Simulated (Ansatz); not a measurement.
A nudged elastic band was laid between two geometries of CH$_{8}$OSSi$_{2}$ (13 atoms, charge 0, multiplicity 1).

These are results of RKS BHLYP-D4/def2-SVP in Ansatz, not measurements.

```
movable images  : 5
climbing image  : yes
spring          : 5.0 eV/Å²
optimiser       : quadratic models (default)
start path      : through a guess of the saddle point
force threshold : 0.05 eV/Å
iteration limit : 60
end points      : relaxed
```

Initial state:

```xyz
13
Properties=species:S:1:pos:R:3
C -0.677 1.082 1.970
O -0.576 0.112 0.966
Si -0.018 0.358 -0.567
Si -0.086 -1.719 -1.624
S 1.984 1.148 -0.583
H -1.399 1.863 1.701
H 0.290 1.560 2.164
H -1.019 0.601 2.888
H -0.793 1.422 -1.250
H 0.283 -1.558 -3.050
H 0.900 -2.615 -0.972
H -1.434 -2.331 -1.537
H 2.565 0.042 -0.091
```

Final state:

```xyz
13
Properties=species:S:1:pos:R:3
C -0.788 1.517 2.290
O -0.621 0.224 1.118
Si 0.021 0.382 -0.448
Si -0.112 -1.701 -1.513
S 2.040 1.067 -0.443
H -1.630 2.008 1.776
H 0.102 2.083 1.966
H -0.445 -0.522 1.686
H -0.776 1.465 -1.039
H 0.315 -1.558 -2.922
H 0.812 -2.623 -0.807
H -1.489 -2.243 -1.448
H 2.591 -0.133 -0.200
```

Which bonds break or form, and what moves?

Bonds broken: C1–H8. Bonds formed: O2–H8.

Give the energies along the band, and the barrier.

The run converged. The highest image is number 4 of 0 to 6, 400.5 kJ/mol above the first end and 10.3 kJ/mol above the last; the last end lies 390.2 kJ/mol above the first. Neighbouring images differ by up to 2.2 eV, so the band resolves the path poorly. A vibrational analysis at the climbing image gives one clearly imaginary mode, 79i cm⁻¹: a first-order saddle point. The orbitals stay closed-shell, which can raise the energy where a bond breaks towards radicals; this wasn't checked here.

| image | path coordinate (Å) | energy (kJ/mol) | C1–H8 (Å) | O2–H8 (Å) |
| --- | --- | --- | --- | --- |
| 0 | 0.00 | 0.0 | 1.09 | 2.03 |
| 1 | 1.28 | 2.8 | 1.09 | 2.04 |
| 2 | 2.57 | 10.0 | 1.09 | 2.05 |
| 3 | 3.85 | 191.4 | 1.14 | 1.67 |
| 4 | 5.14 | 400.5 | 2.22 | 0.96 |
| 5 | 6.75 | 394.6 | 2.13 | 0.95 |
| 6 | 8.36 | 390.2 | 2.15 | 0.95 |

What is the geometry of the highest image?


```xyz
13
Properties=species:S:1:pos:R:3
C -1.386 1.499 1.757
O -0.016 0.378 1.221
Si 0.254 0.439 -0.464
Si -0.212 -1.673 -1.366
S 2.282 0.975 -0.847
H -0.834 2.411 1.469
H -1.114 1.397 2.822
H -0.350 -0.454 1.557
H -0.535 1.551 -1.008
H -0.375 -1.547 -2.832
H 0.933 -2.567 -1.068
H -1.439 -2.246 -0.763
H 2.812 -0.197 -0.464
```

Run time: 13 min on 2 threads of Intel(R) Xeon(R) Platinum 8488C (Sapphire Rapids), on a shared host, peak memory 0.34 GiB.
